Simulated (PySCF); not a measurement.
This PySCF input asks for the NMR shieldings of `CC[SiH2][C@@H](F)[SiH3]`, C3H11FSi2; the geometry comes from PBE0-D3(BJ)/def2-SVP.

```python
import basis_set_exchange as bse
import numpy as np
from pyscf import gto, dft
from pyscf.prop import nmr

atoms = """
C     2.607076   -0.061533   -0.301879
C     1.161099    0.419851   -0.241990
Si   -0.074571   -0.847833    0.393399
C    -1.768103   -0.011413    0.645731
F    -1.582788    1.022237    1.578167
Si   -2.586416    0.716677   -0.906802
H     3.284328    0.732999   -0.652513
H     2.723986   -0.916232   -0.987260
H     2.967261   -0.385739    0.687373
H     0.823413    0.762414   -1.235660
H     1.064285    1.295533    0.423889
H    -0.247815   -1.991566   -0.558743
H     0.376752   -1.385657    1.714682
H    -2.469638   -0.747387    1.083290
H    -1.705344    1.753499   -1.520790
H    -3.894688    1.341255   -0.550832
H    -2.808550   -0.388201   -1.889679
"""
names = dict.fromkeys(["C", "Si", "F", "H"], "pcSseg-1")
basis = {el: gto.basis.parse(bse.get_basis(n, elements=[el], fmt="nwchem")) for el, n in names.items()}
mol = gto.M(atom=atoms, basis=basis, charge=0, verbose=0)
mf = dft.RKS(mol, xc="PBE0")
mf.grids.level = 2
mf.grids.alignment = dft.numint.BLKSIZE   # the property module wants whole blocks of grid points
mf.conv_tol = 1e-9
mf.kernel()

calc = nmr.RKS(mf)   # GIAO
C = mf.mo_coeff
Co = C[:, mf.mo_occ > 0]
resp = mf.gen_response(singlet=True, hermi=2)
def vind(x):   # induced exchange potential for any number of trial vectors
    d = np.einsum("pi,xij,qj->xpq", C, 2 * x.reshape(-1, C.shape[1], Co.shape[1]), Co, optimize=True)
    return np.einsum("xpq,pi,qj->xij", resp(d - d.transpose(0, 2, 1)), C, Co, optimize=True).ravel()
mo1, _ = nmr.rhf.solve_mo1(calc, with_cphf=vind)
sigma = calc.kernel(mo1)
for i, s in enumerate(sigma):   # ppm
    w = np.linalg.eigvalsh((s + s.T) / 2)
    print("%2d %-2s iso %8.1f  s11 %8.1f  s22 %8.1f  s33 %8.1f" % (i, mol.atom_pure_symbol(i), w.mean(), *w))
```

Question: Give the expected output.

Answer: 
```
 0 C  iso    174.3  s11    166.6  s22    169.3  s33    187.1
 1 C  iso    182.7  s11    172.8  s22    180.0  s33    195.5
 2 Si iso    385.3  s11    341.6  s22    379.4  s33    435.0
 3 C  iso    107.7  s11     54.4  s22     76.3  s33    192.3
 4 F  iso    473.5  s11    433.1  s22    459.3  s33    528.0
 5 Si iso    422.9  s11    388.4  s22    416.3  s33    463.9
 6 H  iso     29.8  s11     24.6  s22     27.3  s33     37.5
 7 H  iso     30.4  s11     25.8  s22     28.5  s33     36.8
 8 H  iso     30.3  s11     25.6  s22     28.5  s33     36.8
 9 H  iso     30.5  s11     24.5  s22     30.2  s33     36.7
10 H  iso     30.3  s11     24.7  s22     30.2  s33     35.9
11 H  iso     27.3  s11     24.4  s22     25.6  s33     31.8
12 H  iso     27.0  s11     23.3  s22     25.8  s33     32.0
13 H  iso     26.3  s11     24.6  s22     24.9  s33     29.4
14 H  iso     27.2  s11     23.3  s22     27.5  s33     30.8
15 H  iso     27.1  s11     23.7  s22     24.9  s33     32.6
16 H  iso     27.4  s11     24.2  s22     25.8  s33     32.3
```

These numbers come from an equivalent density-fitted implementation of the same equations, which agrees with the script to about 0.01 ppm for H and up to a few tenths of a ppm for heavy atoms, so last digits may differ.

Question: Turn these shieldings into chemical shifts. Shifts are taken against calculated references (same method and geometry level): ¹³C (σref 184.41), ²⁹Si (σref 351.99), ¹H (σref 31.27) against TMS; CFCl3 for ¹⁹F (σref 177.25).

Answer: Averaging equivalent atoms: C 3: 76.7; C 0: 10.1; C 1: 1.7; Si 2: -33.4; Si 5: -70.9; F 4: -296.3; H 13: 4.98; H 12: 4.25; H 14/15/16: 4.03; H 11: 4.00; H 6/7/8: 1.11; H 10: 0.99; H 9: 0.77 ppm. Unscaled 19F shifts against computed CFCl3 carry errors that often reach 10 to 50 ppm.

Size and cost of the density-fitted run: 171 basis functions, 21 s wall time on 1 thread of an Arm Neoverse V1, shared host.
